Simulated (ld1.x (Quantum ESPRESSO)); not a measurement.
# Before and after: PAW potential for H (Z = 1)

* Element: hydrogen (H)
* Generator: ld1.x (Quantum ESPRESSO) 7.5
* Type: PAW
* Functional: PBEsol
* Relativity: scalar-relativistic
* Frozen core: none
* Valence charge: 1
* Reference configuration: 1s1
* Partial waves: 1s (bound): rcut 0.80, rcutus 1.00 bohr; 1s channel at 4.85 Ry: rcut 0.80, rcutus 1.00 bohr; 2p channel at 0.45 Ry: rcut 0.80, rcutus 0.85 bohr
* Local potential: all-electron potential smoothed inside 0.70 bohr (lloc = -1)
* Core correction: none
* Augmentation charge: PSQ, inside the norm-conserving radii

Change: all radii scaled by about 0.84 (s 0.84, p 0.72 bohr, rcut 0.68/0.68); local potential all-electron potential smoothed inside 0.60 bohr (lloc = -1).

Cutoffs: the cutoffs (Ry, on a coarse ladder) from which the occupation-weighted sum of valence levels, in a spherical-Bessel basis at the reference potential, stays within 10 and 1 mRy of its value at 400 Ry; they do not see the model core or the augmentation charge, which bear on the density cutoff. Errors are all-electron minus pseudo energies relative to the spin-unpolarised reference configuration.

Q: Predict the effect on cutoff, ghosts and configuration errors.

A: The potential gets harder (18 Ry and 35 Ry → 21 Ry and 45 Ry); neither file shows a bound ghost. A smaller radius makes the pseudo-wave follow the all-electron one further in, where it bends more sharply, so more plane waves are needed.

```json
{"quantity": "cutoff, loose", "base": "18 Ry", "changed": "21 Ry"}
{"quantity": "cutoff, tight", "base": "35 Ry", "changed": "45 Ry"}
{"quantity": "bound ghosts", "base": "none", "changed": "none"}
{"quantity": "error for 1s0.5, meV [ΔE 4.66 eV]", "base": "0.0", "changed": "0.0"}
{"quantity": "lowest overlap eigenvalue by channel", "base": "s 0.96, p 0.86", "changed": "s 0.99, p 0.84"}
```
